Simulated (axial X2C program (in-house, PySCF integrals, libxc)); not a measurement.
Outer orbitals of AlCr at 2.722 Å, PBE0

Calculated with an in-house all-electron X2C program for linear molecules (integrals from PySCF). Spin-free means the one-electron spin-free X2C Hamiltonian; two-component (2c) means X2C with spin–orbit coupling and atomic mean-field two-electron Coulomb and Gaunt terms, so the difference of the two also holds small scalar two-electron terms. Basis: Cr dyall-v3z [9s10p6d3f2g], Al dyall-v3z [8s8p2d1f] (cores contracted in-house); Gaussian nuclei, density fitting, unrestricted open shells. Masses: Cr 51.941 u, Al 26.982 u.

The distance is close to the 2c PBE0 minimum; the highest filled and lowest empty levels are listed.

Spin-free orbitals, state M_S = 5/2, Λ = 0 (beyond evenly filled blocks: σα, π+α, π-α, δ+α, δ-α) (Löwdin shares):

```json
{"symmetry": "σα", "occupied": "yes", "ε (eV)": "-8.90", "atomic character": "66% Al s, 14% Cr s, 11% Cr p"}
{"symmetry": "σβ", "occupied": "yes", "ε (eV)": "-8.86", "atomic character": "72% Al s, 12% Cr p, 10% Cr s"}
{"symmetry": "δ+α", "occupied": "yes", "ε (eV)": "-5.61", "atomic character": "100% Cr d"}
{"symmetry": "δ-α", "occupied": "yes", "ε (eV)": "-5.61", "atomic character": "100% Cr d"}
{"symmetry": "π-α", "occupied": "yes", "ε (eV)": "-5.57", "atomic character": "94% Cr d, 4% Al p"}
{"symmetry": "π+α", "occupied": "yes", "ε (eV)": "-5.57", "atomic character": "94% Cr d, 4% Al p"}
{"symmetry": "σα", "occupied": "yes", "ε (eV)": "-5.55", "atomic character": "89% Cr d, 4% Cr s, 3% Al s"}
{"symmetry": "σα", "occupied": "yes", "ε (eV)": "-4.79", "atomic character": "49% Cr s, 35% Al p, 7% Al s"}
{"symmetry": "σβ", "occupied": "yes", "ε (eV)": "-4.22", "atomic character": "70% Al p, 21% Cr s, 4% Al s"}
{"symmetry": "π-α", "occupied": "no", "ε (eV)": "-1.98", "atomic character": "65% Al p, 28% Cr p, 6% Cr d"}
{"symmetry": "π+α", "occupied": "no", "ε (eV)": "-1.98", "atomic character": "65% Al p, 28% Cr p, 6% Cr d"}
{"symmetry": "π-β", "occupied": "no", "ε (eV)": "-1.98", "atomic character": "78% Al p, 13% Cr p, 8% Cr d"}
{"symmetry": "π+β", "occupied": "no", "ε (eV)": "-1.98", "atomic character": "78% Al p, 13% Cr p, 8% Cr d"}
```

Spinors with spin–orbit coupling (state Ω = 5/2):

```json
{"ω": "1/2", "occupied": "yes", "ε (eV)": "-8.90", "atomic character": "66% Al s, 14% Cr s, 11% Cr p", "λ mixture": "100% σ"}
{"ω": "-1/2", "occupied": "yes", "ε (eV)": "-8.86", "atomic character": "72% Al s, 12% Cr p, 10% Cr s", "λ mixture": "100% σ"}
{"ω": "-3/2", "occupied": "yes", "ε (eV)": "-5.65", "atomic character": "100% Cr d", "λ mixture": "100% δ"}
{"ω": "-1/2", "occupied": "yes", "ε (eV)": "-5.59", "atomic character": "94% Cr d, 4% Al p", "λ mixture": "100% π"}
{"ω": "5/2", "occupied": "yes", "ε (eV)": "-5.59", "atomic character": "100% Cr d", "λ mixture": "100% δ"}
{"ω": "3/2", "occupied": "yes", "ε (eV)": "-5.56", "atomic character": "94% Cr d, 4% Al p", "λ mixture": "100% π"}
{"ω": "1/2", "occupied": "yes", "ε (eV)": "-5.56", "atomic character": "89% Cr d, 4% Cr s, 3% Al s", "λ mixture": "100% σ"}
{"ω": "1/2", "occupied": "yes", "ε (eV)": "-4.79", "atomic character": "49% Cr s, 35% Al p, 7% Al s", "λ mixture": "100% σ"}
{"ω": "-1/2", "occupied": "yes", "ε (eV)": "-4.22", "atomic character": "70% Al p, 21% Cr s, 4% Al s", "λ mixture": "100% σ"}
{"ω": "-1/2", "occupied": "no", "ε (eV)": "-1.99", "atomic character": "65% Al p, 28% Cr p, 6% Cr d", "λ mixture": "100% π"}
{"ω": "1/2", "occupied": "no", "ε (eV)": "-1.98", "atomic character": "78% Al p, 13% Cr p, 8% Cr d", "λ mixture": "100% π"}
{"ω": "3/2", "occupied": "no", "ε (eV)": "-1.98", "atomic character": "65% Al p, 28% Cr p, 6% Cr d", "λ mixture": "100% π"}
{"ω": "-3/2", "occupied": "no", "ε (eV)": "-1.97", "atomic character": "78% Al p, 13% Cr p, 8% Cr d", "λ mixture": "100% π"}
```

Mulliken charges and populations of the two-component result (they depend on the basis, above all on diffuse functions):

Cr -0.03 e (s 7.07 p 12.09 d 4.87), Al 0.03 e (s 5.88 p 7.05 d 0.03). ⟨Lz⟩ = 0.00 ħ and ⟨Sz⟩ = 2.50 ħ (2.66 and -0.16 on the two atoms), which add up to Ω.

Occupations by symmetry block were frozen at the best pattern of an incomplete PBE0 search. Density functionals use the spin component along the axis (collinear). Other states lie close and PBE0, whose exact exchange favours high spin, may order them wrongly; the determinant shown need not be the ground state. The nearest other spin-free determinant of the search, M_S = 7/2, Λ = 1, lies 0.36 eV up at the distance of the search. With several unpaired electrons one determinant need not be a pure state. This is the top spin component of a Σ state; components of lower Ω are not single determinants and can lie lower. The determinant is spin-polarised beyond a pure state at some levels (its spin-free form has ⟨S²⟩ too high), which makes Re and μ there less reliable.
